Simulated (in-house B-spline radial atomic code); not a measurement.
Inner levels of arsenic as electrons are removed. A shift is the extra binding of the orbital against the neutral atom ([Ar] 3d10 4s2 4p3). Computed with a B-spline radial code for spherical atoms: non-relativistic Hartree-Fock, average of the configuration, point nuclei.

This level leaves out relativity, spin-orbit splitting included, which matters for heavy ions.

| ion | configuration | shift of 1s (eV) | shift of 3s (eV) | shift of 2p (eV) | radius of 1s (bohr) | radius of 3s (bohr) | radius of 2p (bohr) | Σ<r²> (bohr²) | change of density at nucleus (bohr⁻³) |
| --- | --- | --- | --- | --- | --- | --- | --- | --- | --- |
| As | [Ar] 3d10 4s2 4p3 | 0 | 0 | 0 | 0.046363 | 0.60595 | 0.17876 | 42.054 | - |
| As+ | [Ar] 3d10 4s2 4p2 | 9.8445 | 9.7569 | 9.7735 | 0.046363 | 0.60585 | 0.17876 | 30.713 | 2.4709 |
| As2+ | [Ar] 3d10 4s2 4p1 | 21.568 | 21.26 | 21.351 | 0.046363 | 0.60569 | 0.17876 | 22.787 | 5.5329 |
| As3+ | [Ar] 3d10 4s2 | ? | ? | ? | ? | ? | ? | ? | ? |
| As4+ | [Ar] 3d10 4s1 | 50.92 | 49.505 | 50.201 | 0.046363 | 0.60597 | 0.17875 | 12.634 | -6.0013 |
| As5+ | [Ar] 3d10 | 68.16 | 65.799 | 67.097 | 0.046362 | 0.60601 | 0.17874 | 9.1518 | -24.984 |
| As6+ | [Ar] 3d9 | 101.38 | 95.595 | 100.98 | 0.046364 | 0.60003 | 0.17869 | 8.124 | -17.985 |
| As7+ | [Ar] 3d8 | ? | ? | ? | ? | ? | ? | ? | ? |
| As8+ | [Ar] 3d7 | ? | ? | ? | ? | ? | ? | ? | ? |
| As9+ | [Ar] 3d6 | 217.2 | 194.88 | 218.7 | 0.046368 | 0.58014 | 0.17841 | 5.7947 | 9.9693 |
| As10+ | [Ar] 3d5 | 260.99 | 230.95 | 263.01 | 0.046369 | 0.57317 | 0.17827 | 5.1903 | 21.523 |
| As11+ | [Ar] 3d4 | 307.31 | 268.41 | 309.76 | 0.046371 | 0.56614 | 0.1781 | 4.6479 | 34.166 |
| As12+ | [Ar] 3d3 | 356.12 | 307.2 | 358.88 | 0.046373 | 0.55909 | 0.1779 | 4.1581 | 47.892 |
| As13+ | [Ar] 3d2 | 407.4 | 347.29 | 410.35 | 0.046375 | 0.55206 | 0.17767 | 3.7136 | 62.693 |
| As14+ | [Ar] 3d1 | 461.14 | 388.64 | 464.11 | 0.046377 | 0.54507 | 0.17742 | 3.3084 | 78.566 |
| As15+ | [Ne] 3s2 3p6 | 517.32 | 431.24 | 520.14 | 0.046379 | 0.53815 | 0.17713 | 2.9377 | 95.509 |
| As16+ | [Ne] 3s2 3p5 | 577.8 | 470.31 | 574.81 | 0.046373 | 0.53264 | 0.17712 | 2.5532 | 116.14 |

Task: Fill in the row of As3+.

Result: shift of 1s (eV): 34.91; shift of 3s (eV): 34.222; shift of 2p (eV): 34.464; radius of 1s (bohr): 0.046363; radius of 3s (bohr): 0.60545; radius of 2p (bohr): 0.17875; Σ<r²> (bohr²): 16.731; change of density at nucleus (bohr⁻³): 9.0761.

Task: Fill in the row of As7+.

Result: shift of 1s (eV): 137.34; shift of 3s (eV): 127.12; shift of 2p (eV): 137.61; radius of 1s (bohr): 0.046365; radius of 3s (bohr): 0.59365; radius of 2p (bohr): 0.17862; Σ<r²> (bohr²): 7.2421; change of density at nucleus (bohr⁻³): -9.8058.

Task: Fill in the row of As8+.

Result: shift of 1s (eV): 175.97; shift of 3s (eV): 160.24; shift of 2p (eV): 176.88; radius of 1s (bohr): 0.046366; radius of 3s (bohr): 0.58699; radius of 2p (bohr): 0.17853; Σ<r²> (bohr²): 6.4732; change of density at nucleus (bohr⁻³): -0.4791.
